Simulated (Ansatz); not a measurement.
F2O (SMILES FOF), charge 0, multiplicity 1, relaxed at each level with Ansatz (a program for electronic structure); harmonic frequencies from differences of analytic forces, average atomic masses, frozen cores.

```
level               harmonic frequencies (cm⁻¹)  ZPE (eV)  cost over PBE/def2-TZVPP (rough)
------------------  ---------------------------  --------  --------------------------------
PBE/def2-TZVPP                      450 797 970     0.137                                ×1
B3LYP/def2-TZVPP                   481 889 1016     0.148                                ×1
PBE0/def2-TZVPP                    508 949 1066     0.156                                ×1
wB97X-V/def2-TZVPP                 512 976 1076     0.159                                ×2
CCSD(T)/cc-pVDZ                     437 759 857     0.127                                ×2
CCSD(T)/cc-pVQZ                     471 865 951     0.142                              ×200
```

Measured: fundamentals as far as tabulated 928, 461, 831 cm⁻¹ [NIST CCCBDB]. Measured modes stand in the spectroscopists' order.

Doubts at one or more of the structures used: a restricted determinant that unrestricted orbitals would lower (CCSD(T)/cc-pVDZ, CCSD(T)/cc-pVQZ).
